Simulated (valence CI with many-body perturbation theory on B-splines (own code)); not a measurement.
**E1 transitions of Ba VI**

Level of theory: configuration interaction combined with many-body perturbation theory (CI+MBPT): five valence electrons over a frozen Dirac-Fock core [Kr] 4d10, a basis of 11 s, 11 p, 10 d, 8 f, 5 g, 2 h functions for each j, with the one-electron correlation potential Σ1 (screened to all orders), the two-electron term Σ2, the three-electron term Σ3, Breit, model QED; selected single and double excitations, second order for the rest, scaled by the run's own slope (own B-spline code, finite nucleus).

Set against measurement, 45 paired levels are off by 340 cm⁻¹ on average, the worst by 785. These come from a selection out of Sansonetti and Curry, J. Phys. Chem. Ref. Data 39, 043103 (2010). Levels without a partner in it may be off by more, other configurations by several thousand cm⁻¹. Among the levels kept, up to 2800 cm⁻¹ of a level comes from second order outside the variational space, and about a tenth of that is noise between levels of different J, which matters for small intervals. 1 measured level below the end of the list, from 200938 cm⁻¹ on, found no clear computed partner.

Lines 301 to 350 of 584 in falling wavelength, among levels below 40.957 eV, chosen from the strongest by gf and those to the six lowest levels. Wavelengths and rates use the calculated energies, so an error of 300 cm⁻¹ moves a line at 699.8 Å by 0.21 % and its rate by three times that or more. Electric multipoles are in the length gauge, E1 and E2 with the static RPA response of the core. Weak lines are less certain than strong ones. Lines between different terms over intervals too small for the method are left out, as are lines whose strength nearly cancels. Where a level lies close to another of its J and parity, the split of strength between their lines is uncertain. The highest levels of a list are the least certain.

Names give the largest LS component (configuration and term), which can be under half, so a name can repeat, a term be missing and a line seem to break the LS rules; names also repeat where a configuration has a term twice. Letters in brackets count levels of one name in rising energy.

| λ vac (Å) | λ from measured levels | Upper | Lower | A (s⁻¹) | log gf | Branch % |
| --- | --- | --- | --- | --- | --- | --- |
| 701.6 |  | 4f5s5p³ ²G_7/2 [b] | 4f5s²5p² ⁴D°_7/2 | 1.75e+08 | -0.99 | 14.4 |
| 700.7 |  | 4f²5s²5p ⁴H°_7/2 | 5s²5p²5d ⁴F_5/2 | 2.98e+08 | -0.76 | 46.8 |
| 700.6 |  | 4f5s5p³ ²G_7/2 [c] | 4f5s²5p² ²F°_5/2 [a] | 7.25e+08 | -0.37 | 35.8 |
| 699.8 | 699.7 | 5s5p⁴ ²P_1/2 | 5s²5p³ ²P°_1/2 | 7.63e+08 | -0.95 | 24.4 |
| 698.7 |  | 5s5p³5d ⁴G°_5/2 | 5s²5p²5d ⁴F_3/2 | 1.73e+08 | -1.12 | 23.9 |
| 697.8 |  | 4f5s5p³ ²G_9/2 [c] | 4f5s²5p² ²F°_7/2 [a] | 2.06e+08 | -0.82 | 9.9 |
| 697.6 |  | 4f5s5p³ ²G_7/2 [a] | 4f5s²5p² ⁴G°_7/2 [a] | 1.29e+08 | -1.12 | 12.9 |
| 696.9 |  | 4f5s5p³ ⁴D_1/2 [b] | 4f5s²5p² ⁴D°_3/2 | 4.28e+08 | -1.20 | 32.2 |
| 695.9 |  | 4f5s5p³ ²G_9/2 [c] | 4f5s²5p² ⁴F°_9/2 | 2.46e+08 | -0.75 | 11.8 |
| 695.5 |  | 4f5s5p³ ²F_7/2 | 4f5s²5p² ²G°_7/2 | 8.29e+08 | -0.32 | 43.7 |
| 693.8 | 693.2 | 5s²5p²5d ⁴D_1/2 [a] | 5s²5p³ ²P°_3/2 | 1.31e+08 | -1.72 | 12.6 |
| 693.8 |  | 4f5s5p³ ⁴G_7/2 [b] | 4f5s²5p² ⁴F°_5/2 | 4.02e+08 | -0.63 | 22.7 |
| 692.9 |  | 4f²5s²5p ⁴G°_7/2 [b] | 5s²5p²5d ⁴F_5/2 | 2.77e+08 | -0.80 | 51.6 |
| 692.5 |  | 4f5s5p³ ⁴D_3/2 [b] | 4f5s²5p² ⁴F°_5/2 | 9.16e+08 | -0.58 | 54.2 |
| 691.2 |  | 4f5s5p³ ²G_7/2 [b] | 4f5s²5p² ²D°_5/2 [a] | 2.13e+08 | -0.91 | 17.6 |
| 690.5 |  | 4f5s5p³ ²F_7/2 | 4f5s²5p² ²G°_9/2 [b] | 1.83e+08 | -0.98 | 9.6 |
| 688.3 |  | 4f5s5p³ ²G_7/2 [b] | 4f5s²5p² ⁴G°_7/2 [b] | 2.08e+08 | -0.93 | 17.1 |
| 687.6 |  | 4f5s5p³ ⁴G_5/2 [b] | 4f5s²5p² ⁴F°_7/2 | 1.45e+08 | -1.21 | 5.1 |
| 687.2 |  | 4f5s5p³ ⁴F_9/2 [c] | 4f5s²5p² ⁴G°_11/2 | 6.72e+07 | -1.32 | 3.5 |
| 686.6 |  | 4f5s5p³ ⁴G_5/2 [b] | 4f5s²5p² ⁴D°_3/2 | 1.77e+08 | -1.12 | 6.2 |
| 686.4 |  | 4f5s5p³ ²H_9/2 | 4f5s²5p² ⁴G°_7/2 [a] | 2.86e+08 | -0.69 | 33.6 |
| 685.8 |  | 4f5s5p³ ⁴G_9/2 [b] | 4f5s²5p² ²G°_9/2 [a] | 1.22e+08 | -1.06 | 9.9 |
| 685.6 |  | 4f5s5p³ ⁴G_11/2 [b] | 4f5s²5p² ⁴G°_11/2 | 6.22e+08 | -0.28 | 55.0 |
| 684.9 |  | 4f5s5p³ ²D_5/2 [b] | 4f5s²5p² ²F°_5/2 [a] | 2.57e+08 | -0.97 | 8.1 |
| 684.5 |  | 4f5s5p³ ⁴F_7/2 [c] | 4f5s²5p² ⁴D°_5/2 | 3.71e+08 | -0.68 | 25.3 |
| 683.3 |  | 5s²5p²6p ²P°_1/2 [b] | 5s5p⁴ ²P_1/2 | 3.64e+08 | -1.29 | 17.6 |
| 683.2 |  | 4f5s5p³ ⁴F_5/2 [c] | 4f5s²5p² ⁴D°_5/2 | 1.21e+08 | -1.29 | 7.5 |
| 683.0 |  | 4f5s5p³ ⁴D_5/2 [b] | 4f5s²5p² ⁴F°_7/2 | 1.00e+09 | -0.38 | 50.4 |
| 682.6 |  | 4f5s5p³ ²G_7/2 [a] | 4f5s²5p² ⁴G°_5/2 | 1.07e+08 | -1.22 | 10.7 |
| 682.2 |  | 4f²5s²5p ⁴G°_5/2 | 5s²5p²5d ⁴F_3/2 | 2.42e+08 | -0.99 | 46.8 |
| 681.5 |  | 4f5s5p³ ⁴P_5/2 | 4f5s²5p² ⁴G°_7/2 [a] | 8.33e+08 | -0.46 | 46.7 |
| 680.6 |  | 5s5p³5d ⁴G°_5/2 | 5s²5p²5d ²P_3/2 [a] | 2.59e+08 | -0.97 | 35.8 |
| 679.1 |  | 4f5s5p³ ²P_3/2 | 4f5s²5p² ⁴G°_5/2 | 6.62e+08 | -0.74 | 38.1 |
| 678.3 |  | 4f5s5p³ ⁴F_9/2 [c] | 4f5s²5p² ²G°_9/2 [a] | 6.78e+08 | -0.33 | 35.5 |
| 678.0 |  | 4f5s5p³ ⁴F_3/2 [c] | 4f5s²5p² ⁴F°_3/2 | 4.53e+08 | -0.90 | 15.3 |
| 677.6 | 677.3 | 5s²5p²5d ⁴D_3/2 | 5s²5p³ ²P°_3/2 | 4.81e+07 | -1.88 | 1.7 |
| 676.3 |  | 4f5s5p³ ⁴D_7/2 [b] | 4f5s²5p² ⁴F°_7/2 | 1.06e+08 | -1.23 | 4.3 |
| 675.5 |  | 4f5s5p³ ²G_9/2 [b] | 4f5s²5p² ⁴F°_7/2 | 4.28e+08 | -0.53 | 23.4 |
| 673.6 |  | 4f5s5p³ ²F_5/2 [b] | 4f5s²5p² ⁴F°_3/2 | 2.74e+08 | -0.95 | 11.2 |
| 673.2 |  | 4f5s5p³ ⁴F_7/2 [c] | 4f5s²5p² ⁴D°_7/2 | 2.14e+08 | -0.93 | 14.6 |
| 670.9 |  | 4f5s5p³ ²D_5/2 [b] | 4f5s²5p² ²G°_7/2 | 9.81e+08 | -0.40 | 31.1 |
| 670.8 |  | 4f5s5p³ ⁴F_7/2 [c] | 4f5s²5p² ⁴G°_9/2 | 5.13e+08 | -0.56 | 34.9 |
| 668.6 |  | 4f5s5p³ ⁴G_9/2 [b] | 4f5s²5p² ⁴G°_9/2 | 4.51e+08 | -0.52 | 36.5 |
| 665.4 |  | 4f5s5p³ ²F_5/2 [b] | 4f5s²5p² ⁴D°_7/2 | 7.58e+08 | -0.52 | 30.9 |
| 664.9 |  | 4f²5s²5p ⁴G°_5/2 | 5s²5p²5d ²P_3/2 [a] | 1.51e+08 | -1.22 | 29.1 |
| 663.8 |  | 4f5s5p³ ⁴F_9/2 [c] | 4f5s²5p² ⁴D°_7/2 | 3.71e+08 | -0.61 | 19.4 |
| 663.4 |  | 4f5s5p³ ²G_9/2 [b] | 4f5s²5p² ⁴G°_11/2 | 1.17e+08 | -1.11 | 6.4 |
| 663.2 |  | 4f5s5p³ ²G_9/2 [c] | 4f5s²5p² ²G°_7/2 | 8.47e+07 | -1.25 | 4.1 |
| 662.4 |  | 4f5s5p³ ⁴F_5/2 [c] | 4f5s²5p² ²D°_5/2 [a] | 1.34e+08 | -1.28 | 8.3 |
| 661.5 |  | 4f5s5p³ ⁴F_9/2 [c] | 4f5s²5p² ⁴G°_9/2 | 1.71e+08 | -0.95 | 8.9 |

**Question.** How does gf follow from A for the line at 683.3 Å?

**Answer.** gf = 1.4992 × (2J+1)_upper × A / σ², with σ = 146358 cm⁻¹ and 2J+1 = 2: gf = 0.0509.
